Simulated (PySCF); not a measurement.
Peak assignment

Mapped SMILES: `[CH:1]#[C:2][Si:3]1([N:4]([CH3:5])[CH3:6])[SiH2:7][SiH2:8][SiH2:9]1` (H(Xn): hydrogen on atom n).

Averaged over atoms made equivalent by symmetry, fast rotation or ring inversion, no relativistic terms, one computed conformer, isolated molecule. Shielding tensors at PBE0/pcSseg-1 (GIAO); structure optimised with PBE0-D3(BJ)/def2-SVP; PySCF 2.14.

Referencing at the same level of theory: ¹³C (σref 184.41) and ¹H (σref 31.27) against TMS.

Q: Assign these signals to the numbered atoms. ¹³C{¹H} NMR (computed): δ 112.2, 87.3, 39.1.

A: 
112.2 → C1, terminal alkyne carbon
87.3 → C2, alkyne carbon: sp carbons lie upfield of alkene carbons because the cylindrical π system leaves one tensor component strongly shielded
39.1 → C5/C6, methyl carbon bonded to N: deshielded by the electronegative neighbour

Q: Assign these signals to the numbered atoms. ¹H NMR (400 MHz, computed): δ 4.43 (m, 2H), 4.29 (m, 2H), 3.77 (m, 1H), 3.73 (m, 1H), 3.02 (s, 1H), 2.45 (s, 6H).

A: 
```tsv
δ (ppm)	atoms	environment	reason
4.43	Ha(Si7)/Hb(Si9)	hydrogen on a silicon bonded to 2 Si, in a 4-membered ring	–
4.29	Hb(Si7)/Ha(Si9)	hydrogen on a silicon bonded to 2 Si, in a 4-membered ring	–
3.77	Ha(Si8)	hydrogen on a silicon bonded to 2 Si, in a 4-membered ring	–
3.73	Hb(Si8)	hydrogen on a silicon bonded to 2 Si, in a 4-membered ring	–
3.02	H(C1)	hydrogen on a terminal alkyne carbon	it lies on the axis of the triple bond, in its shielding cone
2.45	H(C5)/H(C6)	hydrogen on a methyl carbon bonded to N	its carbon carries N, an electronegative neighbour
```

Ha(Si8) and Hb(Si8) lie closer than the usual error of such a calculation, so a measured spectrum could show them in the other order.

Shifts are as computed. Against solution values, carbons near 30 ppm lie about +2 ppm off and those near 130 ppm about +5 ppm. Of 1211 compounds with measured shifts, 218 miss one by over three times the rms of a fit or turn the order of signals round; such compounds aren't used in these exercises. Multiplicities follow the n + 1 count of equivalent neighbours, as no J values were calculated; m marks all less simple cases, F and P coupling included.
